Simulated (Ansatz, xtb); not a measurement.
F2GeH5Si2+: where a starting geometry ends

The starting geometry of this gas-phase singlet was built from a drawn formula by distance geometry; its bonds are those of `[F][Ge+]([F])[SiH2][SiH3]`.

```xyz
10

F    -3.0593    1.9707   -1.6214
F    -1.2791    3.9148   -2.8613
Ge   -1.5020    2.3013   -2.4476
Si    0.4326    1.6451   -1.1587
Si    0.1808    2.6858    0.7407
H     1.7816    1.9333   -1.6756
H     0.2374    0.2134   -0.9330
H     0.9982    3.9312    0.8404
H     0.5038    1.7750    1.8390
H    -1.3121    3.0427    0.8692
```

Predict what it relaxes into with r2SCAN-D4/def2-SVP.

It keeps its bonds, and is `[F][Ge+]([F])[SiH2][SiH3]`.

The energy falls by 1.12 eV over 21 steps:

| step | E − E(last) (eV) |
| --- | --- |
| 1 | 1.121 |
| 3 | 0.182 |
| 5 | 0.039 |
| 8 | 0.011 |
| 10 | 0.004 |
| 12 | 0.003 |
| 14 | 0.001 |
| 17 | 0.000 |
| 19 | 0.000 |
| 21 | 0.000 |

Final geometry (Å):

| atom | x (Å) | y (Å) | z (Å) |
| --- | --- | --- | --- |
| F | -3.0181 | 2.1421 | -2.3640 |
| F | -1.1886 | 3.8663 | -3.3724 |
| Ge | -1.3617 | 2.5224 | -2.3466 |
| Si | 0.3537 | 1.5204 | -0.9325 |
| Si | 0.2201 | 2.7334 | 1.1114 |
| H | 1.5047 | 1.7570 | -1.8460 |
| H | -0.1650 | 0.1260 | -0.9816 |
| H | 0.5059 | 4.1506 | 0.7698 |
| H | 1.2844 | 2.0840 | 1.9234 |
| H | -1.1536 | 2.5111 | 1.6302 |

From the same start GFN2-xTB ends elsewhere, in pieces: H5Si2 + F2Ge.

No frequencies were run, so the end isn't proven a minimum. Run with Ansatz 0.2.0, 73 s on 2 threads of Arm Neoverse V2, with other jobs on the host.
